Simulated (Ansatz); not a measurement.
**Ligand exchange: Ge3SiH10 + CH9NSi2 → Ge3Si2H12 + SiH2(CH3)(NH2)**

Species: Ge3SiH10 `[GeH3][SiH2][GeH2][GeH3]`, singlet; CH9NSi2 `C[SiH2]N[SiH3]`, singlet; Ge3Si2H12 `[SiH3][GeH2][SiH2][GeH2][GeH3]`, singlet; SiH2(CH3)(NH2), singlet. The partners trade H for SiH3: Ge–H and N–SiH3 bonds give way to Ge–SiH3 and N–H.

Shapes, held fixed at every level: PBE0-D4/def2-TZVP. Flexible molecules stand in one conformer, not always the lowest. Programs: Ansatz 0.2.0. Electronic energies: no zero-point or thermal term.

(1) Estimate ΔE of this reaction.

Results:

(1) The highest level, CCSD(T)/def2-TZVPP, gives ΔE = +31.6 kJ/mol; the levels span +15.8 to +52.5. The column of differences is taken from that level and isn't an error. No measured value is set beside it here. Relativity is left out for Ge. Outer-core shells of Ge are correlated, in sets that cover them unevenly.

| level | kind | ΔE (kJ/mol) | less CCSD(T)/def2-TZVPP |
| --- | --- | --- | --- |
| HF/def2-TZVPP | Hartree–Fock | +52.5 | +20.9 |
| PBE-D4/def2-TZVPP | GGA | +15.8 | -15.8 |
| r2SCAN-D4/def2-TZVPP | meta-GGA | +27.4 | -4.2 |
| B3LYP-D4/def2-TZVPP | global hybrid | +30.0 | -1.6 |
| MP2/def2-SVP | perturbation theory | +36.5 | +4.9 |
| CCSD/def2-SVP | coupled cluster or CI | +36.4 | +4.8 |
| CCSD/def2-TZVPP | coupled cluster or CI | +34.3 | +2.7 |
| CCSD(T)/def2-TZVPP | coupled cluster or CI | +31.6 | 0.0 |
